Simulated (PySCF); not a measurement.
# State search for SbBr⁺

Unrestricted PBE0; PySCF, scalar-relativistic core potentials, basis sets Sb cc-pVDZ-PP with ECP28, Br cc-pVDZ-PP with ECP10. Outer shells of the fragments: Sb+ 4d10 5s2 5p2; Br 3d10 4s2 4p5.

Followed along the bond (rough minima from three points):

```
2Ms+1  unpaired  ⟨S²⟩ at the start  R at minimum (Å)  Te (eV)
    2       π ↑               0.76              2.41     0.00
    4     π ↑↑↑               3.76  none in the scan   ≤ 2.07
```

Solutions found at the starting distance of 2.580 Å, counted from the lowest of them; the search is not exhaustive and high or unbound solutions are not listed, so other states can lie among these:

| 2Ms+1 | unpaired | term | E (eV) | ⟨S²⟩ | ⟨Lz²⟩ | μ (D) |
| --- | --- | --- | --- | --- | --- | --- |
| 2 | π ↑ | ²Π | 0.00 | 0.76 | 1.01 | -3.68 |
| 4 | π ↑↑↑ | ⁴Π | 2.02 | 3.76 | 1.00 | 0.48 |
| 2 | π ↑↑↓ | mixed | 2.38 | 1.76 | 3.02 | 0.49 |
| 2 | σ ↑ | ²Σ⁺ | 2.56 | 0.77 | 0.00 | -3.55 |
| 4 | σ ↑, π ↑↑ | ⁴Σ⁻ | 2.71 | 3.76 | 0.00 | -1.77 |
| 2 | σ ↓, π ↑↑ | mixed | 3.12 | 1.76 | 0.00 | -1.57 |
| 2 | π ↑ | mixed | 3.54 | 0.75 | 3.01 | 0.53 |
| 4 | σ ↑, π ↑↑ | mixed | 4.02 | 3.75 | 2.01 | -0.18 |
| 4 | σ ↑, π ↑↑ | mixed | 4.20 | 3.75 | 2.01 | -0.37 |
| 2 | σ ↓, π ↑↑ | mixed | 4.46 | 1.76 | 2.01 | -0.19 |
| 4 | σ ↑↑, π ↑ | ⁴Π | 4.64 | 3.76 | 1.01 | -1.99 |

A term symbol is given only where ⟨S²⟩ and ⟨Lz²⟩ are close to those of a pure state; real π, δ and φ orbitals otherwise mix terms. A positive dipole points towards Br; it is taken about the centre of mass and depends on that origin.

Spin–orbit coupling is left out. Counting both spins, an empty level lies below a filled one in some of these solutions, because spin and occupation are held.
